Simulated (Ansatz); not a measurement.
Mulliken charges of `BB([SiH3])S` from ωB97M-V/def2-TZVPP in Ansatz (PBE0-D4/def2-TZVP geometry).

| atom | x (Å) | y (Å) | z (Å) | charge (e) |
| --- | --- | --- | --- | --- |
| B1 | -1.193 | 1.024 | -0.551 | -0.270 |
| B2 | 0.220 | 0.226 | -0.348 | 0.098 |
| Si3 | 0.359 | -1.180 | 1.103 | 0.027 |
| S4 | 1.707 | 0.450 | -1.279 | -0.092 |
| H5 | -2.054 | 0.603 | -1.272 | 0.098 |
| H6 | -1.440 | 2.030 | 0.053 | 0.099 |
| H7 | 1.711 | -1.802 | 1.139 | -0.024 |
| H8 | -0.650 | -2.250 | 0.874 | -0.022 |
| H9 | 0.081 | -0.568 | 2.432 | -0.022 |
| H10 | 1.342 | 1.415 | -2.148 | 0.109 |

Q: By hand: the dipole of these point charges (1 e Å = 4.8032 D).

A: Σ q r = (-0.030, 0.192, -0.191) e Å, of length 0.272 e Å = 1.31 D.

Q: How does the dipole of the full density compare? (An estimate is asked.)

A: Ansatz gave: (-0.008, 0.157, -0.166) e Å, 1.10 D; the point charges give 1.19 times that, at 5° from its direction.

Point charges leave out the atoms' own dipoles, such as those of lone pairs, and Mulliken's split depends on the basis, so the two needn't agree.
